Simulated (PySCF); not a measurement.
## Br+ (bromine, charge +1) across methods

[Ar] 3d10 4s1 4p4 5s1, high-spin 5P determinant (an excited configuration). All numbers are calculated (PySCF 2.14, the non-relativistic Hamiltonian (point nucleus), in dyall-av2z).

| method | E (hartree) | mean ε 4p α (eV) | mean ε 4p β (eV) | mean ε 5s α (eV) | Σ⟨r²⟩ (bohr²) | ⟨S²⟩ |
| --- | --- | --- | --- | --- | --- | --- |
| r2SCAN | -2572.798 | -24.008 | -20.475 | -7.845 | 45.87 | 6.003 |
| B97-3 | -2572.585 | -24.956 | -21.374 | -8.195 | 45.79 | 6.002 |
| UHF | -2571.16409 | -29.240 | -22.909 | -9.465 | 46.43 | 6.005 |
| PBEsol | -2570.772 | -23.299 | -20.255 | -7.832 | 45.54 | 6.001 |
| LDA | -2569.260 | -23.361 | -20.464 | -7.952 | 45.42 | 6.001 |
| BP86 | -2573.096 | -23.375 | -20.541 | -7.957 | 45.53 | 6.001 |
| PBE | -2572.442 | -23.289 | -20.300 | -7.784 | 45.54 | 6.001 |
| B3LYP | -2572.841 | -24.486 | -21.342 | -8.163 | 45.66 | 6.002 |

Estimate the same row for PBE0.

E (hartree) = -2572.520; mean ε 4p α (eV) = -24.977; mean ε 4p β (eV) = -21.320; mean ε 5s α (eV) = -8.309; Σ⟨r²⟩ (bohr²) = 45.71; ⟨S²⟩ = 6.002.

The outer electron is Rydberg-like, and this basis confines it to a smaller radius and binds it less than a complete one would.
